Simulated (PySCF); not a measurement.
Orbital picture of RhF

PBE0 at R = 1.937 Å; Rh def2-TZVPP with ECP28, F def2-TZVPP; scalar-relativistic core potentials (PySCF 2.14). State: ³Δ (triplet), unpaired electrons σ ↑, δ ↑. Only the outer orbitals are listed, counted within each symmetry, core potentials removing the inner ones.

| spin | orbital | occ. | ε (eV) | on Rh (%) | main shells (%) |
| --- | --- | --- | --- | --- | --- |
| α | 5σ | 1 | -11.00 | 35 | 63 F p, 34 Rh d |
| α | 2π | 1 | -9.83 | 32 | 68 F p, 31 Rh d |
| α | 2π | 1 | -9.83 | 32 | 68 F p, 31 Rh d |
| α | 1δ | 1 | -9.08 | 100 | 100 Rh d |
| α | 1δ | 1 | -8.14 | 100 | 100 Rh d |
| α | 6σ | 1 | -7.25 | 78 | 53 Rh d, 24 Rh s, 22 F p |
| α | 3π | 1 | -7.20 | 71 | 69 Rh d, 29 F p |
| α | 3π | 1 | -7.20 | 71 | 69 Rh d, 29 F p |
| α | 7σ | 0 | -2.81 | 93 | 66 Rh s, 18 Rh p, 9 Rh d |
| α | 4π | 0 | -0.09 | 99 | 98 Rh p |
| α | 4π | 0 | -0.09 | 99 | 98 Rh p |
| β | 5σ | 1 | -10.25 | 18 | 81 F p, 14 Rh d |
| β | 2π | 1 | -9.64 | 22 | 78 F p, 22 Rh d |
| β | 2π | 1 | -9.64 | 22 | 78 F p, 22 Rh d |
| β | 1δ | 1 | -7.28 | 100 | 100 Rh d |
| β | 3π | 1 | -6.62 | 80 | 78 Rh d, 20 F p |
| β | 3π | 1 | -6.62 | 80 | 78 Rh d, 20 F p |
| β | 6σ | 0 | -3.00 | 99 | 70 Rh s, 26 Rh d |
| β | 1δ | 0 | -2.78 | 100 | 100 Rh d |
| β | 7σ | 0 | -1.93 | 89 | 54 Rh d, 20 Rh p, 16 Rh s |

Which are the highest filled and the lowest empty level, where do they sit, and how wide is the gap?

Highest filled β 3π at -6.62 eV (in %: 78 Rh d, 20 F p); lowest empty β 6σ at -3.00 eV (in %: 70 Rh s, 26 Rh d); the gap at PBE0 is 3.62 eV.

The bond order (Mayer) is 0.75, the ⟨S²⟩ is 2.004 and the charge on Rh (Mulliken, basis-dependent) is 0.54. The charge on Rh (Löwdin, basis-dependent) is 0.38 and the dipole moment (positive dipole means Rh(−)F(+)) is -4.82 D. The polarisability along the bond is 30.1 bohr³ and the polarisability across the bond is 33.5 bohr³.

Spin–orbit coupling is left out. The state is the lowest single determinant that the PBE0 search found; with open d or f shells the true ground state can be another one.
